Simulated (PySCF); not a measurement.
**LiSb⁻: from constants to spectrum**

CAM-B3LYP constants of LiSb⁻, ²Π (doublet), unpaired electrons π ↑ (PySCF, scalar-relativistic core potentials, basis sets Li aug-cc-pVDZ, Sb aug-cc-pVDZ-PP with ECP28; masses 7.0160 and 120.9038 u):

```
ωe              : 422.3 cm⁻¹
ωexe            : 5.73 cm⁻¹
Be              : 0.40335 cm⁻¹
αe              : 0.00492 cm⁻¹
D (centrifugal) : 1.47e-06 cm⁻¹
De to Li + Sb⁻  : 1.36 eV
```

Question: Give the vibrational terms G(v) and spacings up to v = 3.

Answer: G(v) = ωe(v+½) − ωexe(v+½)².

```
v  G(v) (cm⁻¹)  G(v) − G(v−1)  Bv (cm⁻¹)
0          210                    0.4009
1          621            411     0.3960
2         1020            399     0.3911
3         1408            388     0.3861
```

Question: How well does the Morse estimate ωe²/(4ωexe) reproduce De, and what is D0?

Answer: It gives 0.96 eV, 71 % of the computed De. D0 = De − G(0) = 1.36 − 0.03 = 1.33 eV.

These are scalar-relativistic numbers at best; spin–orbit coupling would shift them, the dissociation energy most. For an ion De counts to the pair picked by the measured ionisation energies or electron affinities, which need not be the lowest pair at this level. The state was picked by a PBE0 search and need not be the measured ground state.
